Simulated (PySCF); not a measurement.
## Excitation energy of Ar²⁺ by level of theory

Ar²⁺ [Ne] 3s2 3p4 (3P) → Ar²⁺ [Ne] 3s2 3p3 4s1 (5S), as a difference of total energies. All numbers are calculated (PySCF 2.14, the non-relativistic Hamiltonian (point nucleus), in aug-cc-pwCVDZ). Correlated levels: valence: [Ne] frozen. The calculations carry no spin-orbit coupling.

```tsv
method	excitation energy (eV)
UHF	20.913
MP2 (valence)	21.000
SCS-MP2 (valence)	21.159
CCSD (valence)	21.017
CCSD(T) (valence)	21.013
```

Task: How much does correlation contribute at CCSD(T) (valence)?

Result: 21.013 − (20.913) = 0.100 eV, measured against UHF.

A first-order spin-orbit estimate (lowest level to lowest level, LS coupling) adds 0.061 eV.

The promoted electron is Rydberg-like, and one or two diffuse shells describe it only roughly, which tends to raise the upper state.
